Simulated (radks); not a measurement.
The numbers below are computed, except where a source is named.
Valence configurations of the antimony ion Sb3+ (all share [Kr]). Level of theory: scalar-relativistic Kohn-Sham, r2SCAN, spin-polarised, spherical densities, finite nucleus; open shells are filled with parallel spins first (spin-orbit coupling, left out, can overturn this in heavy ions); meta-GGA in the generalised Kohn-Sham scheme; Fermi nuclear charge, rms radius 4.6802 fm (a radial shooting solver on a logarithmic mesh with Libxc functionals). Energies are relative to 4d10 5s2; eigenvalues in eV for spin up.

valence           E (eV)  moment (Bohr magnetons)    e(4d)    e(5p)    e(5s)
4d10 5s2           0.000                        0  -63.693        -  -39.038
4d10 5s1.5 5p0.5   4.797                        1  -64.442  -29.691  -40.231
4d10 5s1 5p1       8.626                        2  -65.112  -30.642  -41.246
4d10 5p2          19.117                        2  -66.363  -31.280        -
4d9 5s2 5p1       36.545                        2  -71.200  -31.784  -42.867
4d9 5s1 5p2       44.147                        4  -72.418  -33.343  -44.612
4d8 5s2 5p2       76.076                        4  -78.599  -34.516  -46.253

NIST lists [Kr] 4d10 5s2 as the ground configuration; this level of theory agrees among the configurations tried. The energies are those of spherical high-spin densities, not of single terms.
